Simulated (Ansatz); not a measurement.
Basis sets compared for Pt₂Au (the lowest doublet isomer of a short search). The state is a doublet with charge 0. Geometry PBE0-D4/def2-TZVP. Ansatz on 4 threads of Arm Neoverse V2 on a shared host; times are rough, and most runs start from earlier orbitals.

```csv
atom,x (Å),y (Å),z (Å)
Pt1,0.341,1.173,-0.795
Pt2,1.078,-0.645,0.739
Au3,-1.420,-0.529,0.056
```

In the def2 sets Au, Pt take a core potential; there is no spin–orbit coupling. At PBE-D4/def2-SVP the gap within one spin of the charge 0 doublet nearly closes, so an electron or hole may be smeared out by delocalisation error. At r2SCAN-D4/def2-TZVPD the charge 0 doublet is spin-contaminated (final ⟨S²⟩ up to 0.83, 0.75 for a pure state). The structure comes from a short search, and lower isomers may exist.

Binding counts from free atoms (Pt triplet, Au doublet) in the same basis, without a counterpoise term.

```json
{"level": "PBE-D4/def2-SVP", "functions": "96", "energy (Eh)": "-374.5410", "HOMO (eV)": "-4.71", "LUMO (eV)": "-4.56", "binding per atom (eV)": "1.88", "wall time": "8.5 s"}
{"level": "PBE-D4/def2-TZVP (with forces)", "functions": "120", "energy (Eh)": "-374.5639", "HOMO (eV)": "-4.69", "LUMO (eV)": "-4.54", "binding per atom (eV)": "1.95", "wall time": "16 s"}
{"level": "r2SCAN-D4/def2-TZVP", "functions": "120", "energy (Eh)": "-374.5770", "HOMO (eV)": "-4.72", "LUMO (eV)": "-4.24", "binding per atom (eV)": "1.87", "wall time": "28 s"}
{"level": "PBE0-D4/def2-SVP", "functions": "96", "energy (Eh)": "-374.3705", "HOMO (eV)": "-5.75", "LUMO (eV)": "-3.26", "binding per atom (eV)": "1.57", "wall time": "3.8 s"}
{"level": "PBE0-D4/def2-TZVP", "functions": "120", "energy (Eh)": "-374.3935", "HOMO (eV)": "-5.72", "LUMO (eV)": "-3.27", "binding per atom (eV)": "1.64", "wall time": "12 s"}
```

Estimate the rows for PBE-D4/def2-TZVPD, r2SCAN-D4/def2-TZVPD, PBE0-D4/def2-TZVPD.


```json
{"level": "PBE-D4/def2-TZVPD", "functions": "129", "energy (Eh)": "-374.5651", "HOMO (eV)": "-4.68", "LUMO (eV)": "-4.53", "binding per atom (eV)": "1.96", "wall time": "19 s"}
{"level": "r2SCAN-D4/def2-TZVPD", "functions": "129", "energy (Eh)": "-374.5783", "HOMO (eV)": "-4.72", "LUMO (eV)": "-4.23", "binding per atom (eV)": "1.88", "wall time": "31 s"}
{"level": "PBE0-D4/def2-TZVPD", "functions": "129", "energy (Eh)": "-374.3947", "HOMO (eV)": "-5.71", "LUMO (eV)": "-3.26", "binding per atom (eV)": "1.66", "wall time": "9 s"}
```
